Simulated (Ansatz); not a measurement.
Compare A (`CS[SiH2]O[SiH3]`) with its isomer B (`[SiH3]OC([SiH3])S`).

Gas-phase electronic energies from Ansatz, PBE0-D4/def2-TZVP geometries. CCSD(T)/CBS adds triple-zeta CCSD(T) − MP2 to the extrapolated MP2 energy (def2 sets, frozen cores). Functionals use def2-TZVPP. B3LYP here is the variant with VWN-RPA as its local correlation; programs differ in this. One conformer a species, not always the lowest.

Task: Which isomer does CCSD(T)/CBS put lower? Give the gap. (An estimate is asked.)

Result: Computed: A, by 269.3 kJ/mol.

Task: Give E(B) − E(A) in kJ/mol with ωB97M-V, B3LYP, CCSD(T)/def2-TZVPP, CCSD/def2-TZVPP, B2PLYP, B3LYP-D4, r2SCAN-D4. (An estimate is asked.)

Result: Ansatz gave: ωB97M-V 263.1, B3LYP 264.0, CCSD(T)/def2-TZVPP 263.3, CCSD/def2-TZVPP 267.2, B2PLYP 268.3, B3LYP-D4 262.2, r2SCAN-D4 265.7. None reverses the order clearly.

Largest T1 diagnostic: 0.012.

From PBE to PBE0 (25 % exact exchange), in def2-TZVPP and without D4, E(B) − E(A) moves by +11.2 kJ/mol. In def2-TZVPP, CCSD(T) changes the Hartree–Fock value by −22.4 kJ/mol (the triples alone add −4.0 kJ/mol) and MP2 by −12.4 kJ/mol.
